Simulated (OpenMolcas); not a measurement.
# Pt2+: moving or changing the point charges

Pt2+ among 5 point charges of -1.5 e arranged as a trigonal bipyramid (D3h), 1.99 Å from the ion, with the axial distance 1.851 Å.

| Quantity | Value |
| --- | --- |
| Program | OpenMolcas 26.06 |
| Method | CASSCF |
| Basis | ANO-RCC-VDZP [7s6p4d2f] |
| Scalar Hamiltonian | DKH2, point nucleus |
| Active space | 8 electrons in 5 orbitals (5d) |
| State averaging | 2S+1 = 3 even, 10 roots; 2S+1 = 1 even, 15 roots |
| Spin-orbit coupling | RASSI with atomic mean-field integrals over the reference wave functions |

Runs around this geometry, states (labels of D3, the rotations of D3h). Energies in cm-1 above the lowest state or level, χT in cm3 K/mol.

```tsv
R (Å)	q (e)	Axial / equatorial distance	Ground state	First state of that spin	First gap with spin-orbit (degeneracies)	χT at 300 K	First state of another spin
1.99	-1.5	0.86	1A1	1E 11070	1270 (1, 1)	0.210	3E 1386
1.99	-0.75	0.93	3E	3E 2846	0.9 (1, 1)	2.747	1A1 8235
1.99	-1.5	0.93	3E	3E 3374	1.3 (1, 1)	2.591	1A1 2399
2.21	-1.5	0.93	3E	3E 2579	1.4 (1, 1)	2.839	1A1 5917
```

Taking the first state of the same spin as R^-n, n = -ln(2579 / 3374) / ln(2.21 / 1.99) = 2.6 between the shortest and longest distance.

Scaling the charges by -0.75 / -1.5 = 0.50 scales the first state of the same spin by 2846 / 3374 = 0.84; with fixed orbitals a first-order splitting would follow the charge.

The ground state changes within this set.

Without dynamic correlation the repulsion within the d shell is too large (B by tens of per cent), so at a given field states of lower spin stand too high. Real 4d8 and 5d8 ions are as a rule square planar and diamagnetic. Spin-orbit coupling mixes the spin-free states strongly: the lowest level takes only 59 % from its leading state, 1A1 (holds for R = 1.99, q = -1.5, ratio = 0.86). This shell can be high or low spin here, a state of another spin lies low, and with metal d orbitals alone active their balance is uncertain, so the ground spin may be wrong, although the usual error favours high spin (holds for R = 1.99, q = -1.5, ratio = 0.86). An orbital doublet at a regular site is open to a Jahn-Teller distortion, which this geometry leaves out (holds for R = 1.99, q = -0.75, ratio = 0.93; R = 1.99, q = -1.5, ratio = 0.93; R = 2.21, q = -1.5, ratio = 0.93). This shell can be high or low spin here, a state of another spin lies low, and with metal d orbitals alone active their balance is uncertain, so the ground spin may be wrong (holds for R = 1.99, q = -0.75, ratio = 0.93; R = 1.99, q = -1.5, ratio = 0.93; R = 2.21, q = -1.5, ratio = 0.93). Point charges give a weaker field than real ligands, and real ions of this kind are as a rule low spin; the high spin found here belongs to the model (holds for R = 1.99, q = -0.75, ratio = 0.93; R = 1.99, q = -1.5, ratio = 0.93; R = 2.21, q = -1.5, ratio = 0.93). This is an electrostatic model: the charges have no orbitals. No measured value stands beside these numbers.
